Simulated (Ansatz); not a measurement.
Wavefunction ladder for `[OH][Hf]([OH])([I])[I]`

```tsv
atom	x (Å)	y (Å)	z (Å)
O1	-0.2749	-1.1413	-1.2450
Hf2	-0.2096	0.2925	-0.0154
O3	1.1051	-0.0158	1.3068
I4	0.4212	2.5788	-1.3650
I5	-2.6421	0.5177	1.2008
H6	-0.1942	-1.9259	-1.7784
H7	1.7944	-0.3059	1.8963
```

Total charge 0; spin multiplicity 1. Correlated methods include outer-core shells of Hf, I, which these sets cover unevenly. Hf, I takes the def2 core potential. The geometry is a stationary point of PBE0-D4/def2-TZVP. It is one conformer, not always the lowest. Frozen core, restricted reference, Ansatz 0.2.0.

```tsv
basis	HF (Eh)	MP2 corr.	CCSD corr.	(T)	CCSD(T) total
def2-SVP	-791.83965	-0.83501	?	-0.02518	?
def2-TZVPP	?	?	-1.72558	?	?
def2-QZVPP	-792.08085	-2.22300	–	–	–
```

(1) Fill in the withheld values. (Estimate.)

Answers

(1) Computed: def2-SVP CCSD corr.: -0.84708; def2-SVP CCSD(T) total: -792.71191; def2-TZVPP HF (Eh): -792.07086; def2-TZVPP MP2 corr.: -1.79366; def2-TZVPP (T): -0.05414; def2-TZVPP CCSD(T) total: -793.85058.
